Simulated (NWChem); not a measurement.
Molecule: AgH$_{3}$SO; SMILES [OH2]->[Ag][SH]

```xyz
6

Ag    -0.0180    -0.2188     0.0011
S      0.0751     2.0836    -0.0018
H     -1.2827     2.2266     0.0122
O     -0.0047    -2.4593    -0.0006
H      0.5074    -2.8041     0.7563
H      0.4584    -2.8023    -0.7893
```
Atoms are numbered in this order, from 1.

Results from NWChem. Medium grid unless said otherwise, to which SCAN and Minnesota functionals are sensitive. Geometry: optimised at PBE-D3(BJ)/def2-SVP. def2 effective core potentials on Ag; no spin-orbit coupling. Hybrids' shares of exact exchange are those that their runs print; pure functionals count as 0. The functionals differ in more than this share.

```
row              share of exact exchange  highest occupied level (eV)
---------------  -----------------------  ---------------------------
PBE/def2-SVP                        0.00                        -4.48
OLYP/def2-SVP                       0.00                        -4.29
TPSSh/def2-SVP                      0.10                        -4.96
B3LYP/def2-SVP                      0.20                        -5.34
PW6B95/def2-SVP                     0.28                        -5.62
MPW1K/def2-SVP                      0.43                     withheld
M05-2X/def2-SVP                     0.56                        -6.70
```

Problem. Fit a straight line of the last column on the one before it, predict the withheld value, and compare with the run.

Solution. 
1. Means of the 6 shown rows: x = 0.190, y = -5.232. Slope Σ(x − x̄)(y − ȳ)/Σ(x − x̄)² = -0.9255/0.2254 = -4.106; intercept -4.452.
2. The shown rows scatter about the line by 0.086 (root mean square); the largest residual is +0.16, at OLYP/def2-SVP.
3. At x = 0.43 (MPW1K/def2-SVP; inside the shown range) the line gives -6.22.
4. The run gives -6.36, -0.14 from the line, 1.6 times the scatter.
